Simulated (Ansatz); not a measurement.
Geometry optimisation, RKS PBE-D4/def2-SVP in Ansatz.

input.yaml

```yaml
crystal:
  periodic: [false, false, false]
  atoms:
    - { symbol: C, position_ang: [-0.68324, -1.30552, 0.35636] }
    - { symbol: Sn, position_ang: [0.15289, 0.56887, -0.09406] }
    - { symbol: H, position_ang: [-0.6263, -1.88428, -0.58638] }
    - { symbol: H, position_ang: [0.04947, -1.80573, 1.02013] }
    - { symbol: H, position_ang: [-0.8862, 1.57996, -1.1688] }
    - { symbol: H, position_ang: [0.1771, 1.69597, 1.31455] }
    - { symbol: H, position_ang: [1.81628, 1.15073, -0.84179] }
total_charge: -1
basis:
  gaussian: { orbitals: def2-SVP }
hamiltonian:
  xc: pbe
  dispersion: d4
relax:
  f_tol: 0.02
  max_steps: 40
scf:
  lower_state_search: "off"
```

Launched with:

```bash
$ ansatz run input.yaml --threads 1 --pin off --max-ram 2048MiB --backend cpu --events-out ev --progress --plain --runs-dir out
```

Task: Where does it end, and by what steps?

Result: The run converged. Limits of this set-up: an anion without diffuse functions, the dipole of an ion depends on the origin. After 6 steps the energy has fallen by 0.055 eV; H7 moved furthest, 0.07 Å.

| step | energy less start (eV) | largest force component (eV/Å) | accepted |
| --- | --- | --- | --- |
| 0 | 0.0000 | 0.958 | yes |
| 1 | 0.0272 | 0.854 | no |
| 2 | -0.0533 | 0.121 | yes |
| 3 | -0.0540 | 0.092 | yes |
| 4 | -0.0546 | 0.150 | yes |
| 5 | -0.0550 | 0.029 | yes |
| 6 | -0.0551 | 0.003 | yes |

```xyz
7
Properties=species:S:1:pos:R:3
C -0.676 -1.282 0.353
Sn 0.155 0.616 -0.097
H -0.630 -1.862 -0.609
H 0.073 -1.782 1.028
H -0.890 1.539 -1.199
H 0.198 1.664 1.338
H 1.769 1.108 -0.813
```

Time of the run: 24 s on 1 CPU thread of a shared host.
